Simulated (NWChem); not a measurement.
## Atomisation of ClLi

```xyz
2

Li     0.0000     0.0000    -1.7032
Cl     0.0000     0.0000     0.3006
```
Charge 0, spin multiplicity 1.

The numbers come from NWChem runs, not from measurements. The geometry was optimised at PBE0/def2-SVP, a minimum by its harmonic frequencies.

Basis set: def2-QZVP. The atomisation energy is electronic alone: no zero-point, thermal, spin-orbit or counterpoise terms. No value is extrapolated to the basis-set limit. Free atoms are single determinants with multiplicities Li 2, Cl 2. Correlated methods freeze the same cores in atoms and molecule, 5 orbitals in all.

The structure started from a generated list of species. No SCF solution was tested for a lower state. Open-shell Hartree-Fock references start from PBE0 orbitals.

**Question.** Order these methods by the atomisation energy they give, lowest first: HF, PBE0, PBE, r2SCAN, MP2.

**Answer.** HF (83.5 kcal/mol), PBE0 (108.9 kcal/mol), PBE (109.9 kcal/mol), r2SCAN (111.6 kcal/mol), MP2 (113.8 kcal/mol)
